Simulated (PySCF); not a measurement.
r2SCAN on Co⁻ (cobalt, charge -1), [Ar] 3d8 4s2, high-spin 3F determinant. All numbers are calculated (PySCF 2.14, scalar relativity by spin-free X2C-1e, in x2c-QZVPPall with one added diffuse shell each of s, p, d, f, g type (12s8p6d5f3g, 128 functions)).

```
cycle= 1 E= -1393.2002278247  delta_E= 0.05  |g|= 0.589  |ddm|= 0.903
cycle= 2 E= -1392.71783256336  delta_E= 0.482  |g|= 1.63  |ddm|= 0.914
cycle= 3 E= -1393.2666673734  delta_E= -0.549  |g|= 0.247  |ddm|= 0.54
cycle= 4 E= -1393.28539903247  delta_E= -0.0187  |g|= 0.0759  |ddm|= 0.24
cycle= 5 E= -1393.28726604481  delta_E= -0.00187  |g|= 0.00381  |ddm|= 0.044
cycle= 6 E= -1393.28727297247  delta_E= -6.93e-06  |g|= 0.00247  |ddm|= 0.0224
cycle= 7 E= -1393.28727560212  delta_E= -2.63e-06  |g|= 0.000502  |ddm|= 0.0106
cycle= 8 E= -1393.28727580896  delta_E= -2.07e-07  |g|= 5.06e-05  |ddm|= 0.00266
cycle= 9 E= -1393.28727583349  delta_E= -2.45e-08  |g|= 2.84e-05  |ddm|= 0.00113
cycle= 10 E= -1393.28727583645  delta_E= -2.97e-09  |g|= 2.26e-06  |ddm|= 0.000501
cycle= 11 E= -1393.28727583649  delta_E= -3.96e-11  |g|= 8.49e-07  |ddm|= 9.28e-05
converged SCF energy = -1393.28727583649  <S^2> = 2.0291645  2S+1 = 3.0193804
```

Highest occupied orbital energy: 2.129 eV; ⟨L²⟩ = 12.05; populations by l: s 8.00, p 12.00, d 8.00, f 0.00.

Question: Can this result be used?

Answer: With care. The run converged. At r2SCAN the highest occupied level has a positive energy, so only the finite basis holds that electron; in a semilocal or global hybrid functional this comes from self-interaction and does not mean that the real anion is unbound.
